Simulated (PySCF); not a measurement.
## Orbital picture of BeGa

PBE at R = 2.355 Å; Be jorge-DZP-DKH, Ga jorge-DZP-DKH; spin-free X2C with a Gaussian nucleus (PySCF 2.14). State: ²Π (doublet), unpaired electrons π ↑. Only the outer orbitals are listed, counted within each symmetry.

| spin | orbital | occ. | ε (eV) | on Be (%) | main shells (%) |
| --- | --- | --- | --- | --- | --- |
| α | 7σ | 1 | -18.53 | 1 | 99 Ga d |
| α | 3π | 1 | -18.49 | 0 | 100 Ga d |
| α | 1δ | 1 | -18.45 | 0 | 100 Ga d |
| α | 1δ | 1 | -18.40 | 0 | 100 Ga d |
| α | 3π | 1 | -18.38 | 0 | 100 Ga d |
| α | 8σ | 1 | -9.67 | 23 | 76 Ga s, 15 Be s |
| α | 9σ | 1 | -5.47 | 63 | 62 Be s, 23 Ga p, 14 Ga s |
| α | 4π | 1 | -3.52 | 44 | 56 Ga p, 43 Be p |
| α | 4π | 0 | -3.29 | 42 | 58 Ga p, 40 Be p |
| α | 10σ | 0 | -2.97 | 66 | 51 Be p, 31 Ga p, 15 Be s |
| α | 5π | 0 | -1.11 | 57 | 57 Be p, 43 Ga p |
| β | 7σ | 1 | -18.52 | 1 | 99 Ga d |
| β | 3π | 1 | -18.48 | 0 | 100 Ga d |
| β | 1δ | 1 | -18.39 | 0 | 100 Ga d |
| β | 1δ | 1 | -18.33 | 0 | 100 Ga d |
| β | 3π | 1 | -18.32 | 0 | 100 Ga d |
| β | 8σ | 1 | -9.23 | 25 | 75 Ga s, 16 Be s |
| β | 9σ | 1 | -5.15 | 65 | 63 Be s, 23 Ga p, 12 Ga s |
| β | 4π | 0 | -3.08 | 45 | 55 Ga p, 44 Be p |
| β | 10σ | 0 | -2.89 | 64 | 53 Be p, 32 Ga p, 11 Be s |
| β | 4π | 0 | -2.57 | 43 | 57 Ga p, 42 Be p |

Question: Which are the highest filled and the lowest empty level, where do they sit, and how wide is the gap?

Answer: Highest filled α 4π at -3.52 eV (in %: 56 Ga p, 43 Be p); lowest empty α 4π at -3.29 eV (in %: 58 Ga p, 40 Be p); the gap at PBE is 0.23 eV. Both belong to one degenerate shell, split only by its one-sided filling, so this is no excitation gap.

- bond order (Mayer): 1.48
- ⟨S²⟩: 0.755
- charge on Be (Mulliken, basis-dependent): -0.23
- charge on Be (Löwdin, basis-dependent): -0.31
- dipole moment (positive dipole means Be(−)Ga(+)): 0.35 D
- polarisability along the bond: 131.5 bohr³
- polarisability across the bond: 64.0 bohr³

Spin–orbit coupling is left out. The state is the lowest determinant that a PBE0 search found; another state may lie lower at other levels.
